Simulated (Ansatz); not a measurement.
Molecule: sum formula CrOH, net charge 0, sextet state. The spin state was set by rule; other spins were not relaxed. SMILES: [OH][Cr]
Geometry from a B3LYP-D3(BJ)/def2-TZVP (Ansatz, a first-principles code) optimisation:
```
O
H 1 0.9627
Cr 1 1.8307 2 120.08
```
Charge 0, spin multiplicity 6.

Quantity: vertical ionisation energy (to the quintet state of charge +1; each state is the SCF solution reached for its spin; for the sextet T1 is 0.074), in eV. Correlated levels leave the core frozen unless marked. UHF or UKS for open shells. Spin-orbit coupling is left out. Frozen are the shells of the preceding noble gas and the d and f shells that filled before the atom's block. Non-relativistic. CBS marks a two-point X^-3 extrapolation of the correlation energy; Hartree-Fock from the larger set.

| level | program | vertical ionisation energy (eV) |
|---|---|---|
| HF/def2-SVPD | Ansatz | 6.91 |
| HF/def2-TZVPPD | Ansatz | 6.89 |
| PBE/def2-TZVPD | Ansatz | 7.84 |
| PBE0/def2-TZVPD | Ansatz | 7.71 |

Task: Predict the CCSD(T)/CBS(def2-TZVPPD,def2-QZVPPD) result (Ansatz).

Result: 7.39 eV
